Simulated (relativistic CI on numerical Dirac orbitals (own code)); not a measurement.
V²⁺ in a cubic cluster: 1s photoemission with charge transfer

Computed with a charge-transfer multiplet model of a cubic metal-ligand cluster with up to 2 ligand holes, Slater and spin-orbit integrals from Dirac-Coulomb-Breit ions, Slater integrals scaled by 0.7. The ground state mixes d3 with configurations of k ligand holes L, whose averages lie at kΔ + k(k − 1)U_dd/2; a core hole lowers each added d electron by U_cd. 20 K, Lorentzian 1.1 eV and Gaussian 0.6 eV FWHM.

Atomic integrals in eV (Slater integrals scaled, ζ unscaled), ground: F2dd 6.242, F4dd 3.880, zeta_d 0.019; with the core hole: F2dd 7.561, F4dd 4.734, zeta_d 0.034, G2cd 0.033.

Cluster parameters (eV): Δ = 4.6, U_dd = 5, 10Dq = 0.6, 10Dq(ligand) = 1.5, V(eg) = 1.45, V(t2g) = -0.73, final-state hopping factor = 0.9.

| Case | n_d | d3 | d4L | d5L2 | S |
| --- | --- | --- | --- | --- | --- |
| U_cd = 4.5 eV | 3.33 | 0.69 | 0.29 | 0.02 | 1.50 |
| U_cd = 6.3 eV | 3.33 | 0.69 | 0.29 | 0.02 | 1.50 |
| U_cd = 8.1 eV | 3.33 | 0.69 | 0.29 | 0.02 | 1.50 |

Weights, n_d and S are thermal averages at 20 K. Binding energies count from the first peak over 30 % of the highest in each spectrum, which can be another peak from case to case. The parameters are a model scan and need not match a compound or its usual spin state. Peaks in eV (height, largest 100):
- U_cd = 4.5 eV: 0.0 (100), 3.1 (17), 5.7 (16)
- U_cd = 6.3 eV: 0.0 (100), 2.8 (27), 6.5 (41)
- U_cd = 8.1 eV: 0.0 (100), 2.6 (45), 7.5 (52), 10.9 (20)

For the case U_cd = 6.3 eV, Δ = 4.6 eV is smaller than U_dd = 5 eV, the charge-transfer side of the Zaanen-Sawatzky-Allen scheme. With the core hole the configuration with one ligand hole lies at Δ − U_cd = 0.1, -1.7, -3.5 eV from the one without, in the order of the table; where this is negative the screened configuration lies lower, though the effective hopping of about 2.8 eV (from the holes of the mixed ground state) mixes the two strongly wherever it is as large as the gap.
